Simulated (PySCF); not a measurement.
C2H8Ge2, SMILES [GeH3]/[CH]=[CH]/[GeH3].

Coordinates come from a PBE0-D3(BJ)/def2-SVP optimisation.

Method: TDA-PBE/def2-SVPD (PySCF).

Vertical excitations. Isolated molecule, no solvent. State labels are in the subgroup C2h.

```
state  symmetry  energy (eV)  λ (nm)      f                          main pairs
-----  --------  -----------  ------  -----  ----------------------------------
S1           Bg         5.55     223  0.000                    HOMO−1→LUMO 98 %
S2           Bu         6.34     196  0.345    HOMO→LUMO 63 %, HOMO−5→LUMO 30 %
S3           Au         6.43     193  0.000  HOMO→LUMO+1 85 %, HOMO−2→LUMO 14 %
S4           Au         6.48     191  0.002  HOMO−2→LUMO 85 %, HOMO→LUMO+1 14 %
S5           Bg         6.56     189  0.000                    HOMO−3→LUMO 94 %
S6           Ag         6.66     186  0.000                  HOMO−1→LUMO+1 98 %
S7           Bg         6.72     185  0.000                    HOMO→LUMO+2 91 %
S8           Ag         6.81     182  0.000                    HOMO−4→LUMO 91 %
S9           Bu         6.95     179  0.290                  HOMO−1→LUMO+2 87 %
S10          Bg         7.04     176  0.000                    HOMO→LUMO+3 97 %
T1           Bu         4.21     294      0                      HOMO→LUMO 96 %
T2           Bg         4.97     250      0                   HOMO−1→LUMO 100 %
T3           Au         6.32     196      0  HOMO→LUMO+1 84 %, HOMO−2→LUMO 15 %
T4           Au         6.38     194      0  HOMO−2→LUMO 85 %, HOMO→LUMO+1 15 %
```
Triplets are in the Tamm–Dancoff approximation.
